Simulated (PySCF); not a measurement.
CH7GeNOSi, SMILES C1[NH][Ge@@H]([OH])[SiH2]1. Atoms are numbered in the order given.

```xyz
12

O      1.7586     0.2269    -1.2338
Ge     0.7464     0.0373     0.2445
N     -0.4178    -1.4024     0.1969
C     -1.7636    -0.9104    -0.1268
Si    -1.4419     0.9800     0.0977
H      2.6814    -0.0202    -1.0898
H      1.7375    -0.0160     1.4363
H     -0.2223    -2.3889     0.0481
H     -2.0949    -1.1373    -1.1599
H     -2.5422    -1.2969     0.5585
H     -1.7882     1.8414    -1.0685
H     -2.0330     1.5682     1.3348
```
Charge 0, spin multiplicity 1.

Geometry optimised at B3LYP-D3(BJ)/def2-SVP. The structure was generated by enumeration; whether it is a known compound was not checked. Other conformers were not sampled.

Method: PBE/pcSseg-1 (PySCF).

GIAO shieldings, no solvent; atoms listed in one row are averaged. δ = σ(ref) − σ: ¹⁷O against H2O (σ = 334.3 ppm); ⁷³Ge against GeH4 (σ = 1614.4 ppm); ¹⁵N against NH3 (σ = 267.0 ppm); ¹³C against TMS (σ = 182.0 ppm); ²⁹Si against TMS (σ = 335.4 ppm); ¹H against TMS (σ = 31.49 ppm), references at their B3LYP-D3(BJ)/def2-TZVP geometries, non-relativistic.

### Question
Estimate the chemical shifts. (The exact figures need the calculation; the answer reports its results.)

### Answer

| nucleus | atoms | count | δ (ppm) |
|---|---|---|---|
| ¹⁷O | O1 | 1 | 93.0 |
| ⁷³Ge | Ge2 | 1 | 400.7 |
| ¹⁵N | N3 | 1 | 94.2 |
| ¹³C | C4 | 1 | 42.8 |
| ²⁹Si | Si5 | 1 | -14.3 |
| ¹H | H7 | 1 | 6.97 |
| ¹H | H11, H12 | 2 | 5.27 |
| ¹H | H9 | 1 | 3.93 |
| ¹H | H10 | 1 | 3.76 |
| ¹H | H6 | 1 | 2.09 |
| ¹H | H8 | 1 | 1.77 |
